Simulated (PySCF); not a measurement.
Basis and Hamiltonian dependence of the ionisation energy of P⁺

P⁺ [Ne] 3s2 3p2 (3P) → P²⁺ [Ne] 3s2 3p1 (2P). All values are computed (PySCF 2.14, energy differences of UHF-based or UKS calculations, no spin-orbit coupling). Values in eV.

| basis | Hamiltonian | functions | UHF | PBE | PBE0 | MP2 (valence) | CCSD(T) (valence) | CCSD(T) (valence and next inner shell) |
| --- | --- | --- | --- | --- | --- | --- | --- | --- |
| jorge-DZP-DKH | spin-free X2C | 24 | 19.150 | n/a | n/a | 19.470 | 19.505 | n/a |
| cc-pVTZ-DK | spin-free X2C | 34 | 19.151 | 19.771 | n/a | 19.598 | 19.670 | n/a |
| def2-TZVP | non-relativistic | 37 | 19.164 | n/a | n/a | 19.596 | 19.670 | n/a |
| cc-pV(T+d)Z | non-relativistic | 39 | 19.163 | n/a | n/a | 19.611 | 19.685 | n/a |
| x2c-TZVPPall | spin-free X2C | 42 | 19.150 | 19.776 | 19.809 | 19.595 | 19.669 | 19.667 |
| def2-TZVPPD | non-relativistic | 48 | 19.162 | 19.789 | 19.822 | 19.609 | 19.682 | 19.681 |
| dyall-av2z | non-relativistic | 50 | 19.142 | 19.761 | 19.792 | 19.476 | 19.519 | n/a |
| aug-cc-pCVTZ-DK | spin-free X2C | 75 | 19.151 | 19.774 | 19.810 | 19.605 | 19.679 | 19.691 |
| aug-cc-pwCVTZ | non-relativistic | 75 | 19.163 | 19.786 | 19.822 | 19.619 | 19.693 | 19.712 |
| x2c-QZVPPall with one added diffuse shell each of s, p, d, f type | spin-free X2C | 86 | 19.157 | 19.770 | 19.808 | 19.644 | 19.712 | 19.714 |
| aug-cc-pV(Q+d)Z | non-relativistic | 89 | 19.169 | 19.786 | 19.823 | 19.655 | 19.721 | n/a |
| dyall-acv3z | non-relativistic | 113 | 19.169 | 19.783 | 19.820 | 19.626 | 19.699 | 19.723 |
| aug-cc-pwCVQZ | non-relativistic | 134 | 19.168 | 19.784 | 19.821 | 19.660 | n/a | 19.755 |

**Question.** Estimate the row for aug-cc-pV(Q+d)Z with one added diffuse shell each of s, p, d, f, g type (non-relativistic, 114 functions).

**Answer.** From the rows with the same Hamiltonian and similar size; the calculation gives UHF 19.17; PBE 19.79; PBE0 19.82; MP2 (valence) 19.66 (eV).

Extrapolation of CCSD(T) (valence and next inner shell) from aug-cc-pwCVTZ and aug-cc-pwCVQZ: the correlation parts are 0.549 and 0.587 eV; with the X⁻³ form and unrounded values, (4³ × 0.587 − 3³ × 0.549)/(4³ − 3³) = 0.614 eV, and adding the Hartree-Fock value 19.168 eV of the larger basis gives 19.783 eV.

Frozen in the all-electron rows: valence: [Ne]; valence and next inner shell: 1s2.

Between the lowest levels the reference is 19.769 eV (semi-empirical (NIST evaluation); NIST Atomic Spectra Database, ionization energies); it includes spin-orbit coupling, which these numbers lack.
